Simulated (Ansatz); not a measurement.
Basis sets compared for GeI2H2 (GeH2I2). The state is a singlet with charge 0. Geometry PBE0-D4/def2-SVP. Ansatz on 4 threads of Intel Xeon on a shared host; times are rough, and most runs start from earlier orbitals.

```xyz
5

Ge    0.060    0.030   -0.226
I     1.621    0.340    1.715
I    -2.222   -0.641    0.576
H     0.608   -1.100   -1.106
H    -0.066    1.371   -0.959
```

In the def2 sets I takes a core potential; there is no spin–orbit coupling.

Binding counts from free atoms (Ge triplet, I doublet, H doublet) in the same basis, without a counterpoise term.

```json
{"level": "PBE-D4/def2-SVP", "functions": "94", "energy (Eh)": "-2673.0760", "HOMO (eV)": "-6.47", "LUMO (eV)": "-2.62", "binding per atom (eV)": "2.32", "wall time": "1.3 s"}
{"level": "PBE-D4/def2-TZVP", "functions": "160", "energy (Eh)": "-2673.3599", "HOMO (eV)": "-6.57", "LUMO (eV)": "-2.74", "binding per atom (eV)": "2.33", "wall time": "1.8 s"}
{"level": "r2SCAN-D4/def2-TZVP", "functions": "160", "energy (Eh)": "-2673.9227", "HOMO (eV)": "-6.87", "LUMO (eV)": "-2.56", "binding per atom (eV)": "2.34", "wall time": "3.4 s"}
{"level": "PBE0-D4/def2-SVP", "functions": "94", "energy (Eh)": "-2673.1864", "HOMO (eV)": "-7.62", "LUMO (eV)": "-1.84", "binding per atom (eV)": "2.30", "wall time": "2.6 s"}
{"level": "PBE0-D4/def2-TZVP", "functions": "160", "energy (Eh)": "-2673.4683", "HOMO (eV)": "-7.68", "LUMO (eV)": "-1.94", "binding per atom (eV)": "2.31", "wall time": "3.5 s"}
```

(1) Estimate the rows for PBE-D4/def2-TZVPD, r2SCAN-D4/def2-TZVPD, PBE0-D4/def2-TZVPD.

Answers

(1) 
```
               level  functions  energy (Eh)  HOMO (eV)  LUMO (eV)  binding per atom (eV)  wall time
   PBE-D4/def2-TZVPD        190   -2673.3609      -6.58      -2.78                   2.33      3.3 s
r2SCAN-D4/def2-TZVPD        190   -2673.9237      -6.87      -2.58                   2.34      5.5 s
  PBE0-D4/def2-TZVPD        190   -2673.4693      -7.68      -1.99                   2.32      4.8 s
```
